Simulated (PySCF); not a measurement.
CH5FInN, singlet, at a GFN2-xTB geometry (such geometries of metal compounds can be far from the true shape) (core potentials on In); DF-PBE/def2-TZVP (PySCF).

PySCF was given this input:
```python
from pyscf import gto, scf, dft

mol = gto.Mole()
mol.atom = '''
    In   -0.06983385   -0.00326083   -0.00254971
    F     1.84166799   -0.11253465   -0.51475819
    C    -0.50916289   -1.21616696    1.81108437
    H    -0.99914570   -2.13677103    1.51023907
    H    -1.14797714   -0.63511106    2.46791060
    H     0.45138990   -1.42255653    2.27184308
    N    -0.91296002    1.42375794   -1.24102378
    H    -1.76903804    1.10257045   -1.68387481
    H    -0.24268451    1.59515681   -1.98769837
'''
mol.basis = 'def2-tzvp'
mol.ecp = {'In': 'def2-tzvp'}
mol.verbose = 4
mol.max_memory = 1800
mol.build()

mf = dft.RKS(mol)
mf.xc = 'pbe'
mf = mf.density_fit(auxbasis='def2-universal-jkfit')
mf.kernel()
```

Output, abridged:

```
PySCF version 2.14.0

[INPUT] verbose = 4
[INPUT] num. atoms = 9
[INPUT] num. electrons = 48
[INPUT] charge = 0
[INPUT] spin (= nelec alpha-beta = 2S) = 0
[INPUT] symmetry False subgroup None
[INPUT] Mole.unit = angstrom
[INPUT] Symbol           X                Y                Z      unit          X                Y                Z       unit  Magmom
[...]
nuclear repulsion = 190.895681656667
number of shells = 69
number of NR pGTOs = 269
number of NR cGTOs = 173
basis = def2-tzvp
ecp = {'In': 'def2-tzvp'}

******** <class 'pyscf.df.df_jk.DFRKS'> ********
method = DFRKS
initial guess = minao
damping factor = 0
level_shift factor = 0
DIIS = <class 'pyscf.scf.diis.CDIIS'>
diis_start_cycle = 1
diis_space = 8
diis_damp = 0
SCF conv_tol = 1e-09
SCF conv_tol_grad = None
SCF max_cycles = 50
direct_scf = False
XC library pyscf.dft.libxc version 7.1.2
    S. Lehtola, C. Steigemann, M. J. T. Oliveira, and M. A. L. Marques,  SoftwareX 7, 1–5 (2018)
XC functionals = pbe
    J. P. Perdew, K. Burke, and M. Ernzerhof,  Phys. Rev. Lett. 77, 3865 (1996)
    J. P. Perdew, K. Burke, and M. Ernzerhof,  Phys. Rev. Lett. 78, 1396 (1997)
    J. P. Perdew, K. Burke, and M. Ernzerhof,  Phys. Rev. Lett. 77, 3865 (1996)
    J. P. Perdew, K. Burke, and M. Ernzerhof,  Phys. Rev. Lett. 78, 1396 (1997)
radial grids:
    Treutler-Ahlrichs [JCP 102, 346 (1995); DOI:10.1063/1.469408] (M4) radial grids

becke partition: Becke, JCP 88, 2547 (1988); DOI:10.1063/1.454033
pruning grids: <function nwchem_prune>
grids dens level: 3
symmetrized grids: False
atomic radii adjust function: <function treutler_atomic_radii_adjust>
small_rho_cutoff = 0
Set gradient conv threshold to 3.16228e-05
Initial guess from minao.
tot grids = 113200
init E= -353.012071412105
[...]
cycle= 1 E= -384.665625950608  delta_E= -31.7  |g|= 2.34  |ddm|= 45.6
[...]
cycle= 2 E= -372.121567608567  delta_E= 12.5  |g|= 7.96  |ddm|= 45.7
[...]
cycle= 3 E= -385.698843954486  delta_E= -13.6  |g|= 0.526  |ddm|= 44.9
[...]
cycle= 4 E= -385.429268057206  delta_E= 0.27  |g|= 1.32  |ddm|= 1.21
[...]
cycle= 5 E= -385.746521047603  delta_E= -0.317  |g|= 0.147  |ddm|= 0.901
[...]
cycle= 6 E= -385.750198178575  delta_E= -0.00368  |g|= 0.0806  |ddm|= 0.259
[...]
cycle= 7 E= -385.751433012168  delta_E= -0.00123  |g|= 0.0242  |ddm|= 0.0707
[...]
cycle= 8 E= -385.751542651808  delta_E= -0.00011  |g|= 0.00858  |ddm|= 0.0245
[...]
cycle= 9 E= -385.751552608313  delta_E= -9.96e-06  |g|= 0.00546  |ddm|= 0.0108
[...]
cycle= 10 E= -385.751559980428  delta_E= -7.37e-06  |g|= 0.00109  |ddm|= 0.00552
[...]
cycle= 11 E= -385.751560212597  delta_E= -2.32e-07  |g|= 0.000327  |ddm|= 0.00127
[...]
cycle= 12 E= -385.751560233926  delta_E= -2.13e-08  |g|= 6.6e-05  |ddm|= 0.000258
[...]
cycle= 13 E= -385.751560234822  delta_E= -8.96e-10  |g|= 1.17e-05  |ddm|= 7.77e-05
[...]
Extra cycle  E= -385.751560234772  delta_E= 5.05e-11  |g|= 1.9e-05  |ddm|= 4.07e-05
converged SCF energy = -385.751560234772
```
